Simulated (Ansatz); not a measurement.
Reaction (cleavage of the Si–Ge bond): `O[CH2][GeH2][SiH3]` + `C[SiH2]BO` → `C[SiH2]BO[SiH3]` + `O[CH2][GeH3]`

Calculated with Ansatz (gas phase, PBE0-D4/def2-TZVP geometries, no zero-point term in ΔE). CCSD(T)/CBS adds triple-zeta CCSD(T) − MP2 to the extrapolated MP2 energy (def2 sets, frozen cores). DFT in def2-TZVPP. B3LYP here is the variant with VWN-RPA as its local correlation; programs differ in this. For Ge outer-core shells are correlated without core-valence functions, which leaves a few kJ/mol of doubt a bond. Scalar relativity is left out up to krypton. Each species was taken in one conformer, which may not be the lowest.

```json
{"level": "PBE-D4", "ΔE (kcal/mol)": "-9.7"}
{"level": "PBE0-D4", "ΔE (kcal/mol)": "-11.3"}
{"level": "B3LYP-D4", "ΔE (kcal/mol)": "-15.1"}
{"level": "PBE0", "ΔE (kcal/mol)": "-11.5"}
{"level": "MP2/def2-TZVPP", "ΔE (kcal/mol)": "-15.9"}
{"level": "SCS-MP2/def2-TZVPP", "ΔE (kcal/mol)": "-17.2"}
{"level": "CCSD/def2-TZVPP", "ΔE (kcal/mol)": "-15.6"}
{"level": "MP2/def2-QZVPP", "ΔE (kcal/mol)": "-16.1"}
```

**Question.** What does CCSD(T)/CBS give? (Estimate.)

**Answer.** Ansatz gave: -14.9 kcal/mol. The listed levels differ from it by 5.2, 3.6, -0.2, 3.4, -1.0, -2.3, -0.7, -1.2 kcal/mol.

Largest T1 diagnostic among the species: 0.013.

From PBE to PBE0 (25 % exact exchange), in def2-TZVPP and without D4, ΔE moves by −1.7 kcal/mol. In def2-TZVPP, CCSD(T) changes the Hartree–Fock value by +6.6 kcal/mol (the triples alone add +0.8 kcal/mol) and MP2 by +5.6 kcal/mol.
